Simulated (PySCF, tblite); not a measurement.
Isomers of C4H12OP2Si, one GFN2-xTB conformer each. Single-point energies are computed at PBE0/pcSseg-1 (PySCF, gas phase, no added dispersion term), electronic only.

Problem. Rank them by PBE0/pcSseg-1 energy, lowest first (kJ/mol).
A. `[CH3:1][P:2]([CH3:3])[P@@:4]1(=[O:5])[CH2:6][C@H:7]1[SiH3:8]` with C1–P2–P4–O5 -37°
B. `[OH:1][CH2:2][CH2:3][CH2:4]/[P:5]=[P:6]/[CH2:7][SiH3:8]` with H–O1–C2–C3 58°, O1–C2–C3–C4 179°, C2–C3–C4–P5 -66°, C3–C4–P5–P6 113°, P5–P6–C7–Si8 92°
C. `[CH3:1][C:2](=[O:3])[CH2:4][P:5]([PH2:6])[CH2:7][SiH3:8]` with C1–C2–C4–P5 -111°, C2–C4–P5–P6 -53°, C4–P5–P6–H 98° and -171°, C4–P5–C7–Si8 70°

Solution. A (0.0), C (2.7), B (31.9).

As drawn, the lowest has a three-membered ring and a P=O bond, which the highest lacks; the highest has an O–H bond, which the lowest lacks. Neighbours under 10 kJ/mol apart (CP(C)[P@@]1(=O)C[C@H]1[SiH3] and CC(=O)CP(P)C[SiH3]) can change places with a better method, another conformer or zero-point energy. GFN2-xTB itself gives, in the same order: 0.0, 30.9, 94.5. Both levels put the same isomer lowest; measured from each level's own lowest isomer, the values differ by up to 62.6 kJ/mol (OCCC/P=P/C[SiH3]: 94.5 against 31.9).

Problem. Which frontier levels, dipoles and rotational constants go with these structures?

Solution. 
```csv
SMILES,"HOMO (eV, PBE0/pcSseg-1)",LUMO (eV),dipole (D),"A, B, C (MHz)"
CP(C)[P@@]1(=O)C[C@H]1[SiH3],-6.97,-0.26,2.38,"1704, 899.8, 728.7"
CC(=O)CP(P)C[SiH3],-6.19,-0.92,3.04,"1904, 742.5, 676.3"
OCCC/P=P/C[SiH3],-6.99,-2.55,1.67,"1651, 577.6, 472.5"
```

Problem. What happens when harmonic zero-point energies from GFN2-xTB frequencies are added?

Solution. 
```
                      SMILES  ZPE (kJ/mol)  electronic (kJ/mol)  with ZPE (kJ/mol)
CP(C)[P@@]1(=O)C[C@H]1[SiH3]         383.5                  0.0                4.4
          CC(=O)CP(P)C[SiH3]         376.5                  2.7                0.0
            OCCC/P=P/C[SiH3]         392.7                 31.9               45.5
```

The zero-point energies span 16.2 kJ/mol. CC(=O)CP(P)C[SiH3] becomes the lowest.

Problem. As an exercise, what shares would exp(−E/RT) give at 298.15 K from these electronic energies alone (no entropy, no degeneracies)?

Solution. RT = 2.479 kJ/mol: CP(C)[P@@]1(=O)C[C@H]1[SiH3] 74.7 %, CC(=O)CP(P)C[SiH3] 25.3 %, OCCC/P=P/C[SiH3] under 0.1 %.
